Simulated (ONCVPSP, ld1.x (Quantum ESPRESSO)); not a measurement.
# Potentials for C compared

Generated with ld1.x 7.5 (TM, RRKJ, ultrasoft, PAW), atompaw 4.2 or ONCVPSP 4.0.1. The cutoff is in Ry: for ld1.x and atompaw files where the sum of valence levels is converged to 10 mRy in a Bessel basis, for ONCV files where the hardest occupied wave has 1 mHa per electron of residual kinetic energy. The error is the largest all-electron minus pseudo excitation energy over each file’s own four to seven test configurations (ionisations up to +4, promotions, holes and added fractions of an electron), all of which were solved. The labels leave out finer settings (local radius, basis sizes, second energies), which also bear on the numbers. Spin-polarised tests are not counted. The rows are a selection from randomly drawn settings: files with unsolved tests, undetermined cutoffs or missed reference levels are left out.

```tsv
potential	cutoff (Ry)	largest error (meV)	bound ghosts
ONCV, LDA (Perdew-Wang 92), scalar-relativistic, rc 1.30/2.10 (sp), local smoothed, core correction yes, reference 2s2 2p2, qcut 5.7/7.1, projectors 2/2	30	+558	none
ONCV, PBE, scalar-relativistic, rc 1.15/1.05/0.95 (spd), local smoothed, core correction yes, reference 2s2, qcut 6.4/6.2/9.8, projectors 2/2/2	39	+198	none
PAW, PBE, non-relativistic, rc 1.25/1.95 (sp), local smoothed, core correction yes, reference 2s2 2p2	18	-7.4	none
ONCV, PBE, scalar-relativistic, rc 1.15/2.60/2.70 (spd), local smoothed, core correction yes, reference 2s2 2p1, qcut 4.8/6.2/4.2, projectors 2/2/1	96	+713	none
```

(1) Fill in the row for C: ONCV, PBEsol, non-relativistic, rc 1.25/2.80 (sp), local smoothed, core correction yes, reference 2s1.5 2p2.5, qcut 4.5/5.3, projectors 2/2.

(2) Fill in the row for C: ONCV, PBE, scalar-relativistic, rc 1.05/2.30/1.95 (spd), local smoothed, core correction yes, reference 2s2 2p2, qcut 6.2/7.3/5.8, projectors 2/2/2.

Answers

(1) cutoff 60 Ry, largest error +1075 meV, bound ghosts: none.

(2) cutoff 36 Ry, largest error +680 meV, bound ghosts: none.
